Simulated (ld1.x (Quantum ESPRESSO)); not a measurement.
Building the TM potential for Zr (Z = 40) (LDA (PZ), scalar-relativistic).

```
Element                 : Zr
Generator               : ld1.x (Quantum ESPRESSO) 7.5
Type                    : norm-conserving Troullier–Martins (Kleinman–Bylander form)
Functional              : LDA (PZ)
Relativity              : scalar-relativistic
Frozen core             : [Kr]
Valence charge          : 4
Reference configuration : 4d2 5s2 5p0
Partial waves           : 5s (bound): rc 3.05 bohr; 5p (bound, empty): rc 3.70 bohr; 4d (bound): rc 2.20 bohr
Local potential         : all-electron potential smoothed inside 1.80 bohr (lloc = -1)
Core correction         : a·sin(br)/r model core inside 2.25 bohr
```

All-electron outer shells of the reference configuration (LDA (PZ), scalar-relativistic, ld1.x):

```json
{"shell": "4s", "level (eV)": "-54.51", "outermost node (bohr)": "0.55", "outermost maximum (bohr)": "1.08"}
{"shell": "4p", "level (eV)": "-32.50", "outermost node (bohr)": "0.56", "outermost maximum (bohr)": "1.17"}
{"shell": "5s", "level (eV)": "-4.60", "outermost node (bohr)": "1.47", "outermost maximum (bohr)": "3.11"}
{"shell": "4d", "level (eV)": "-3.74", "outermost node (bohr)": "0.58", "outermost maximum (bohr)": "1.61"}
{"shell": "5p", "level (eV)": "-1.55", "outermost node (bohr)": "1.70", "outermost maximum (bohr)": "4.15"}
```

**Question.** Estimate the cutoffs (Ry, on a coarse ladder) from which the occupation-weighted sum of valence levels, in a spherical-Bessel basis at the reference potential, stays within 10 and 1 mRy of its value at 400 Ry.

**Answer.** 30 Ry and 35 Ry.

**Question.** Does the potential have ghost states?

**Answer.** Ghost states, extra bound levels that the all-electron valence spectrum of the same l lacks: s at -65.0 eV, p at -13.9 eV. A true bound ghost makes a file unfit for plane-wave use.

**Question.** Which valence shell sets the plane-wave cutoff?

**Answer.** 4d: its level needs 35 Ry to come within 1 mRy, against 10 Ry for 5s.

Its largest configuration-test error is -174 meV (4d1 5s0 5p0). 1 of 9 tests not solved or not reliable. Not counted: 4d2 5s0 5p1 (solver errors, printed error -1.3 eV).
